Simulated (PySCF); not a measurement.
## Cu¹¹⁺ (copper, charge +11): Hartree-Fock from Schrödinger to Dirac-Coulomb

Occupied: 1s1/2, 2s1/2, 2p1/2, 2p3/2, 3s1/2, 3p1/2, 3p3/2. Hartree-Fock calculated with PySCF 2.14 in an uncontracted even-tempered set (22 s from 0.32 bohr⁻², ratio 2.3; 16 p from 0.38 bohr⁻², ratio 2.3), Gaussian nucleus throughout. NR is non-relativistic, sf-X2C the spin-free one-electron X2C Hamiltonian, X2C adds the bare one-electron spin-orbit term, X2C-SNSO screens it by Boettger's factors, DC is four-component Dirac-Coulomb, and the Gaunt term is added at first order (total energies over the DC spinors, levels after relaxing the spinors in that mean field). QED terms are absent. Levels marked empty are virtual spinors of this ion; the basis has s and p functions only, so 3d, which can lie below the n = 4 levels, is absent.

| Hamiltonian | E (hartree) | E − E(DC) (hartree) | CPU seconds |
| --- | --- | --- | --- |
| NR | -1591.3126 | 14.6975 | 0.69 |
| sf-X2C | -1605.7216 | 0.2885 | 0.39 |
| X2C | -1605.7719 | 0.2381 | 0.61 |
| X2C-SNSO | -1605.7651 | 0.2449 | 0.61 |
| DC | -1606.0101 | 0.0000 | 30 |
| DC+Gaunt | -1605.2636 | 0.7464 | 61 |

```tsv
level (eV)	NR	sf-X2C	X2C	X2C-SNSO	DC	DC+Gaunt
1s1/2	-9271.7	-9371.4	-9371.3	-9371.3	-9375.8	-9364.3
2s1/2	-1441.9	-1464.1	-1464.1	-1464.1	-1464.5	-1463.7
2p1/2	-1300.0	-1304.1	-1319.4	-1318.3	-1318.3	-1316.8
2p3/2	-1300.0	-1304.1	-1296.7	-1297.3	-1297.6	-1296.5
3s1/2	-417.97	-422.59	-422.58	-422.58	-422.65	-422.52
3p1/2	-367.04	-368.11	-370.81	-370.62	-370.62	-370.37
3p3/2	-367.04	-368.11	-366.79	-366.88	-366.93	-366.77
4s1/2 (empty)	-164.18	-165.43	-165.43	-165.43	-165.45	-165.41
4p1/2 (empty)	-149.26	-149.62	-150.29	-150.25	-150.25	-150.18
4p3/2 (empty)	-149.26	-149.62	-149.30	-149.32	-149.33	-149.29
```

| interval (eV) | sf-X2C | X2C | X2C-SNSO | DC | DC+Gaunt |
| --- | --- | --- | --- | --- | --- |
| 2p3/2 − 2p1/2 | -1.359e-10 | 22.63 | 21.04 | 20.79 | 20.32 |
| 3p3/2 − 3p1/2 | -2.059e-10 | 4.016 | 3.735 | 3.688 | 3.603 |
| 4p3/2 − 4p1/2 | -1.642e-10 | 0.9950 | 0.9255 | 0.9142 | 0.8930 |

Weight of the small component: 1s1/2 0.0109, 2s1/2 0.00211, 2p1/2 0.00207, 2p3/2 0.00204, 3s1/2 0.000579, 3p1/2 0.000542, 3p3/2 0.000535, 4s1/2 0.000196, 4p1/2 0.000183, 4p3/2 0.000181.

Koopmans' value for the highest occupied level at DC+Gaunt: 366.77 eV, against an ionisation energy of 367 ± 0.9 eV (semi-empirical (NIST evaluation); NIST Atomic Spectra Database, ionization energies); the former lacks relaxation, correlation, QED and recoil.

The whole ladder took 100 s of wall time on 1 thread of Intel(R) Xeon(R) Platinum 8259CL CPU @ 2.50GHz (shared host), launched as `OMP_NUM_THREADS=1 python relrun2.py TASK.json OUT` (a driver that calls PySCF for each Hamiltonian).
